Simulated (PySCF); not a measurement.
## Assignment exercise: C10H10

Geometry (Å), atoms numbered from 1 in this order:
```xyz
20

C     5.344    0.803    0.604
C     3.892    0.815    0.612
C     2.677    0.828    0.621
C     1.249    0.838    0.630
C     0.523   -0.298    1.027
C    -0.866   -0.285    1.031
C    -1.585    0.853    0.644
C    -3.085    0.871    0.683
C    -0.858    1.981    0.245
C     0.532    1.980    0.237
H     5.753    1.601    1.245
H     5.739    0.957   -0.413
H     5.736   -0.158    0.974
H     1.065   -1.196    1.330
H    -1.409   -1.182    1.340
H    -3.500    1.569   -0.058
H    -3.506   -0.126    0.489
H    -3.449    1.192    1.674
H    -1.394    2.881   -0.068
H     1.081    2.870   -0.079
```

Theory: σ from GIAO-PBE0/pcSseg-1, geometry from PBE0-D3(BJ)/def2-SVP, in PySCF 2.14 (non-relativistic Hamiltonian, one averaged value for each set of equivalent atoms, one conformer, isolated molecule).

Chemical shifts δ = σref − σ; 13C (184.41 ppm), 1H (31.27 ppm) vs TMS, all at this level.

Task: Assign these signals to the numbered atoms. 13C{1H} NMR (computed): δ 142.0, 138.7, 133.8, 126.4, 93.5, 86.0, 23.3, 5.6.

Result: 
```tsv
δ (ppm)	atoms	environment	reason
142.0	C7	substituted aromatic carbon	–
138.7	C5/C10	aromatic CH	the aromatic region
133.8	C6/C9	aromatic CH	–
126.4	C4	substituted aromatic carbon	–
93.5	C2	alkyne carbon	sp carbons lie upfield of alkene carbons because the cylindrical π system leaves one tensor component strongly shielded
86.0	C3	alkyne carbon	–
23.3	C8	methyl carbon on an aromatic ring	a saturated carbon with 1 carbon neighbour and no heteroatom attached
5.6	C1	propargylic methyl carbon	saturated and bonded to C and H only
```

Task: Assign these signals to the numbered atoms. 1H NMR (400 MHz, computed): δ 7.44 (d, 2H), 7.19 (d, 2H), 2.35 (s, 3H), 2.12 (s, 3H).

Result: 
| δ (ppm) | atoms | environment | reason |
| --- | --- | --- | --- |
| 7.44 | H14/H20 | hydrogen on an aromatic CH | ring-current deshielding |
| 7.19 | H15/H19 | hydrogen on an aromatic CH | – |
| 2.35 | H16/H17/H18 | hydrogen on a methyl carbon on an aromatic ring | benzylic-type position, deshielded by the ring |
| 2.12 | H11/H12/H13 | hydrogen on a propargylic methyl carbon | – |

Shifts are as computed. Against solution values, carbons near 30 ppm lie about +2 ppm off and those near 130 ppm about +5 ppm. Of 1211 compounds with measured shifts, 218 miss one by over three times the rms of a fit or turn the order of signals round; such compounds aren't used in these exercises. No couplings were computed; multiplicities are counted from neighbouring protons, with m where these are inequivalent, close in shift, in a saturated or five-membered ring or joined by F or P, and br s for small geminal =CH2 splittings.
